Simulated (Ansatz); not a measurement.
Job for Ansatz (an electronic-structure program): U-BHLYP/def2-TZVPP on H (SMILES [H]).

Ansatz 0.2 input:
```yaml
crystal:
  periodic: [false, false, false]
  atoms:
    - {symbol: H, position_ang: [0.00000000, 0.00000000, 0.00000000]}
basis:
  gaussian:
    orbitals: def2-TZVPP
hamiltonian:
  xc: {name: BHLYP}
magnetization: {spin_polarized: true, initial_magnetization: 1}
```

**Question.** Give the final energy of this run.

**Answer.** -0.4985 hartree.
